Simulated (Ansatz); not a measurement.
One change: `O[Si](O)(S)[TeH]` becomes `O[SiH](O)S`.

Ansatz, PBE0-D4/def2-TZVP geometries, multiplicity 1. Each molecule was computed in one conformer, which needn't be the lowest.

Elements past krypton have def2 core potentials.

```csv
property,`O[Si](O)(S)[TeH]`
LUMO energy (PBE/def2-TZVPP) / eV,-1.41
HOMO–LUMO gap (B3LYP/def2-TZVPP) / eV,5.52
LUMO energy (ωB97M-V/def2-TZVPP) / eV,1.27
LUMO energy (B3LYP/def2-TZVPP) / eV,-0.82
size of the dipole moment (PBE/def2-TZVPP) / D,1.52
LUMO energy (PBE0/def2-TZVPP) / eV,-0.59
```

Question: Give the same properties after the change, and the shifts. (Estimate.)

Answer: Ansatz gave: 
| property | `O[SiH](O)S` | shift |
| --- | --- | --- |
| LUMO energy (PBE/def2-TZVPP) / eV | -0.51 | 0.90 |
| HOMO–LUMO gap (B3LYP/def2-TZVPP) / eV | 7.52 | 2.00 |
| LUMO energy (ωB97M-V/def2-TZVPP) / eV | 2.02 | 0.75 |
| LUMO energy (B3LYP/def2-TZVPP) / eV | 0.12 | 0.94 |
| size of the dipole moment (PBE/def2-TZVPP) / D | 2.02 | 0.50 |
| LUMO energy (PBE0/def2-TZVPP) / eV | 0.43 | 1.02 |

With PBE0 the HOMO falls by 1.11 eV and the LUMO rises by 1.02 eV, so the gap widens by about 2.13 eV. PBE moves the HOMO by -0.87 eV and ωB97M-V by -1.26 eV. The zero-point energy changes by 2.4 kJ/mol with -3 modes. Dipoles are sizes alone; their direction can turn.

B3LYP here is the variant with VWN-RPA as its local correlation; programs differ in this.

Spin–orbit coupling is left out; it splits and shifts lone-pair levels of the heavy atoms by tenths of an eV.
